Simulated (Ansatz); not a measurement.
A short molecular-dynamics run on CH3AlBF, SMILES `[F][Al]1[BH][CH2]1`.

```yaml
crystal:
  periodic: [false, false, false]
  atoms:
    - {symbol: F, position_ang: [-1.001844, -1.924923, 1.616970]}
    - {symbol: Al, position_ang: [-0.541145, -1.286601, 0.171006]}
    - {symbol: B, position_ang: [0.171296, 0.011558, -1.118591]}
    - {symbol: C, position_ang: [0.290761, 0.728350, 0.145816]}
    - {symbol: H, position_ang: [0.426506, 0.250886, -2.248556]}
    - {symbol: H, position_ang: [0.019231, 0.413064, 1.169806]}
    - {symbol: H, position_ang: [0.696495, 1.739765, 0.217848]}
basis:
  gaussian: {orbitals: def2-SVP}
hamiltonian: {xc: {name: BLYP}}
md: {timestep: 0.5 fs, n_steps: 20, ensemble: nve, temperature: 300, initial_velocities: maxwell_boltzmann, seed: 553}
```

```sh
$ ansatz run in.yaml --threads 2 --pin off --events-out ev --progress --plain --max-ram 4352MiB
```

```
step  time (fs)  potential energy (eV)  kinetic (eV)  T (K)  conserved (eV)
   0        0.0            -11069.3665        0.1939    300     -11069.1726
   1        0.5            -11069.3728        0.2001    310     -11069.1727
   2        1.0            -11069.3689        0.1963    304     -11069.1727
   3        1.5            -11069.3553        0.1828    283     -11069.1725
   4        2.0            -11069.3347        0.1625    251     -11069.1722
   5        2.5            -11069.3112        0.1392    215     -11069.1719
   6        3.0            -11069.2891        0.1174    182     -11069.1717
   7        3.5            -11069.2724        0.1009    156     -11069.1715
   8        4.0            -11069.2637        0.0922    143     -11069.1715
   9        4.5            -11069.2640        0.0924    143     -11069.1715
  10        5.0            -11069.2725        0.1008    156     -11069.1717
  11        5.5            -11069.2868        0.1149    178     -11069.1719
  12        6.0            -11069.3034        0.1313    203     -11069.1722
  13        6.5            -11069.3182        0.1458    226     -11069.1724
  14        7.0            -11069.3276        0.1551    240     -11069.1725
  15        7.5            -11069.3293        0.1567    243     -11069.1726
  16        8.0            -11069.3233        0.1508    233     -11069.1724
  17        8.5            -11069.3118        0.1396    216     -11069.1722
  18        9.0            -11069.2990        0.1272    197     -11069.1719
  19        9.5            -11069.2898        0.1181    183     -11069.1716
  20       10.0            -11069.2875        0.1159    179     -11069.1716
```

Velocities are drawn at the set temperature; a run this short doesn't reach equilibrium.

Frames (Å, forces in eV/Å):

```xyz
7
time=0.0 fs
F    -1.002   -1.925    1.617   -0.281   -0.382    0.898
Al   -0.541   -1.287    0.171    0.095   -0.051   -0.836
B     0.171    0.012   -1.119   -0.047   -0.167   -0.155
C     0.291    0.728    0.146    0.005    0.056    0.121
H     0.427    0.251   -2.249    0.081    0.057   -0.422
H     0.019    0.413    1.170   -0.069   -0.039    0.380
H     0.696    1.740    0.218    0.215    0.526    0.014
7
time=0.5 fs
F    -1.002   -1.927    1.617   -0.276   -0.373    0.876
Al   -0.541   -1.286    0.172    0.088   -0.066   -0.788
B     0.171    0.013   -1.118    0.034   -0.178   -0.607
C     0.292    0.728    0.143    0.056    0.364    0.470
H     0.432    0.240   -2.264   -0.001    0.009   -0.071
H     0.019    0.422    1.176   -0.054   -0.066    0.185
H     0.694    1.748    0.229    0.152    0.310   -0.064
7
time=1.0 fs
F    -1.003   -1.929    1.617   -0.270   -0.362    0.848
Al   -0.541   -1.285    0.172    0.079   -0.082   -0.736
B     0.170    0.015   -1.117    0.113   -0.197   -1.035
C     0.293    0.727    0.140    0.107    0.682    0.824
H     0.438    0.229   -2.279   -0.080   -0.028    0.262
H     0.019    0.431    1.183   -0.035   -0.090   -0.018
H     0.691    1.757    0.240    0.085    0.078   -0.146
7
time=1.5 fs
F    -1.003   -1.930    1.618   -0.262   -0.349    0.816
Al   -0.541   -1.285    0.173    0.070   -0.100   -0.681
B     0.169    0.016   -1.116    0.183   -0.225   -1.414
C     0.295    0.727    0.138    0.153    0.989    1.163
H     0.443    0.218   -2.294   -0.151   -0.051    0.558
H     0.018    0.440    1.190   -0.016   -0.115   -0.214
H     0.688    1.765    0.250    0.023   -0.149   -0.228
7
time=2.0 fs
F    -1.004   -1.932    1.618   -0.252   -0.333    0.778
Al   -0.541   -1.284    0.173    0.059   -0.118   -0.624
B     0.169    0.017   -1.115    0.244   -0.257   -1.729
C     0.296    0.727    0.135    0.190    1.266    1.466
H     0.448    0.207   -2.308   -0.213   -0.061    0.806
H     0.018    0.448    1.196    0.001   -0.143   -0.390
H     0.686    1.774    0.260   -0.030   -0.353   -0.308
7
time=2.5 fs
F    -1.005   -1.934    1.619   -0.240   -0.315    0.737
Al   -0.541   -1.283    0.173    0.048   -0.136   -0.566
B     0.168    0.019   -1.115    0.293   -0.292   -1.967
C     0.297    0.727    0.133    0.215    1.497    1.715
H     0.453    0.196   -2.319   -0.262   -0.059    1.000
H     0.017    0.456    1.201    0.013   -0.174   -0.536
H     0.684    1.782    0.270   -0.067   -0.522   -0.383
7
time=3.0 fs
F    -1.005   -1.936    1.620   -0.227   -0.294    0.692
Al   -0.541   -1.282    0.174    0.038   -0.153   -0.510
B     0.168    0.020   -1.116    0.331   -0.324   -2.121
C     0.299    0.727    0.132    0.227    1.673    1.897
H     0.457    0.184   -2.328   -0.299   -0.047    1.138
H     0.017    0.464    1.205    0.019   -0.208   -0.646
H     0.681    1.788    0.278   -0.088   -0.646   -0.449
7
time=3.5 fs
F    -1.006   -1.939    1.620   -0.212   -0.270    0.643
Al   -0.541   -1.282    0.174    0.027   -0.170   -0.456
B     0.167    0.021   -1.117    0.356   -0.352   -2.190
C     0.300    0.728    0.130    0.226    1.787    2.003
H     0.460    0.173   -2.335   -0.323   -0.026    1.219
H     0.016    0.471    1.208    0.017   -0.246   -0.715
H     0.678    1.793    0.285   -0.092   -0.722   -0.505
7
time=4.0 fs
F    -1.007   -1.941    1.621   -0.196   -0.244    0.593
Al   -0.541   -1.281    0.174    0.017   -0.187   -0.404
B     0.167    0.022   -1.118    0.370   -0.372   -2.170
C     0.301    0.729    0.129    0.213    1.835    2.028
H     0.463    0.161   -2.338   -0.332    0.002    1.243
H     0.016    0.478    1.209    0.007   -0.287   -0.741
H     0.675    1.796    0.291   -0.079   -0.746   -0.549
7
time=4.5 fs
F    -1.008   -1.943    1.622   -0.179   -0.216    0.540
Al   -0.541   -1.281    0.174    0.007   -0.203   -0.354
B     0.167    0.023   -1.120    0.371   -0.383   -2.063
C     0.303    0.730    0.129    0.189    1.817    1.969
H     0.464    0.149   -2.339   -0.329    0.035    1.209
H     0.016    0.484    1.208   -0.011   -0.330   -0.722
H     0.672    1.798    0.296   -0.049   -0.719   -0.580
7
time=5.0 fs
F    -1.008   -1.945    1.623   -0.160   -0.186    0.486
Al   -0.541   -1.280    0.175   -0.002   -0.219   -0.308
B     0.167    0.024   -1.122    0.360   -0.384   -1.869
C     0.305    0.732    0.129    0.153    1.733    1.829
H     0.465    0.138   -2.336   -0.310    0.072    1.118
H     0.015    0.489    1.205   -0.037   -0.374   -0.659
H     0.669    1.798    0.300   -0.003   -0.641   -0.596
7
time=5.5 fs
F    -1.009   -1.947    1.624   -0.141   -0.155    0.430
Al   -0.541   -1.279    0.175   -0.011   -0.234   -0.265
B     0.167    0.025   -1.125    0.336   -0.376   -1.593
C     0.306    0.734    0.129    0.108    1.586    1.612
H     0.465    0.126   -2.331   -0.278    0.111    0.970
H     0.015    0.493    1.201   -0.072   -0.417   -0.557
H     0.665    1.796    0.302    0.057   -0.515   -0.598
7
time=6.0 fs
F    -1.010   -1.949    1.626   -0.121   -0.122    0.374
Al   -0.541   -1.279    0.175   -0.020   -0.249   -0.224
B     0.167    0.026   -1.128    0.299   -0.359   -1.238
C     0.308    0.736    0.130    0.056    1.383    1.329
H     0.465    0.115   -2.324   -0.230    0.152    0.764
H     0.014    0.496    1.195   -0.112   -0.458   -0.419
H     0.662    1.793    0.302    0.129   -0.345   -0.585
7
time=6.5 fs
F    -1.011   -1.952    1.627   -0.101   -0.089    0.316
Al   -0.541   -1.278    0.175   -0.028   -0.264   -0.187
B     0.167    0.027   -1.132    0.247   -0.335   -0.814
C     0.309    0.739    0.130   -0.003    1.132    0.993
H     0.464    0.105   -2.315   -0.168    0.192    0.504
H     0.013    0.498    1.188   -0.157   -0.495   -0.255
H     0.659    1.789    0.301    0.210   -0.140   -0.558
7
time=7.0 fs
F    -1.012   -1.954    1.628   -0.081   -0.055    0.259
Al   -0.541   -1.278    0.175   -0.036   -0.279   -0.151
B     0.167    0.027   -1.135    0.184   -0.305   -0.334
C     0.311    0.742    0.132   -0.066    0.846    0.622
H     0.462    0.094   -2.305   -0.093    0.229    0.197
H     0.012    0.499    1.181   -0.204   -0.525   -0.074
H     0.657    1.785    0.299    0.295    0.089   -0.518
7
time=7.5 fs
F    -1.012   -1.956    1.629   -0.060   -0.021    0.201
Al   -0.541   -1.277    0.175   -0.045   -0.294   -0.117
B     0.167    0.028   -1.139    0.110   -0.270    0.183
C     0.313    0.745    0.133   -0.130    0.542    0.239
H     0.460    0.085   -2.294   -0.008    0.263   -0.146
H     0.010    0.499    1.174   -0.248   -0.545    0.108
H     0.655    1.781    0.296    0.380    0.324   -0.469
7
time=8.0 fs
F    -1.013   -1.958    1.630   -0.039    0.013    0.143
Al   -0.541   -1.277    0.175   -0.054   -0.311   -0.084
B     0.167    0.028   -1.142    0.031   -0.230    0.711
C     0.314    0.749    0.134   -0.192    0.241   -0.132
H     0.459    0.076   -2.283    0.082    0.292   -0.503
H     0.008    0.497    1.166   -0.284   -0.549    0.276
H     0.654    1.777    0.291    0.456    0.544   -0.413
7
time=8.5 fs
F    -1.014   -1.960    1.632   -0.019    0.046    0.086
Al   -0.541   -1.276    0.175   -0.063   -0.328   -0.051
B     0.167    0.029   -1.146   -0.046   -0.188    1.216
C     0.316    0.752    0.135   -0.249   -0.034   -0.465
H     0.457    0.067   -2.274    0.170    0.314   -0.847
H     0.005    0.494    1.160   -0.308   -0.535    0.414
H     0.655    1.775    0.285    0.516    0.725   -0.353
7
time=9.0 fs
F    -1.015   -1.963    1.633    0.001    0.078    0.029
Al   -0.541   -1.276    0.175   -0.074   -0.348   -0.018
B     0.167    0.029   -1.149   -0.114   -0.145    1.660
C     0.317    0.755    0.136   -0.297   -0.261   -0.741
H     0.456    0.060   -2.267    0.247    0.329   -1.144
H     0.001    0.490    1.154   -0.315   -0.498    0.508
H     0.656    1.775    0.279    0.552    0.845   -0.294
7
time=9.5 fs
F    -1.016   -1.965    1.634    0.021    0.109   -0.027
Al   -0.541   -1.276    0.175   -0.086   -0.369    0.015
B     0.168    0.030   -1.152   -0.164   -0.102    2.004
C     0.319    0.758    0.137   -0.333   -0.424   -0.943
H     0.456    0.053   -2.262    0.305    0.337   -1.361
H    -0.004    0.484    1.150   -0.302   -0.436    0.549
H     0.659    1.777    0.272    0.559    0.885   -0.237
7
time=10.0 fs
F    -1.017   -1.967    1.636    0.040    0.139   -0.082
Al   -0.541   -1.275    0.175   -0.100   -0.393    0.050
B     0.168    0.030   -1.154   -0.187   -0.062    2.219
C     0.320    0.761    0.138   -0.356   -0.514   -1.066
H     0.456    0.047   -2.261    0.336    0.340   -1.470
H    -0.009    0.478    1.147   -0.266   -0.349    0.533
H     0.663    1.781    0.264    0.533    0.838   -0.184
```

It took 21 s on 2 threads of an Arm Neoverse V1 on a shared host, with 0.34 GiB of host memory at the peak.
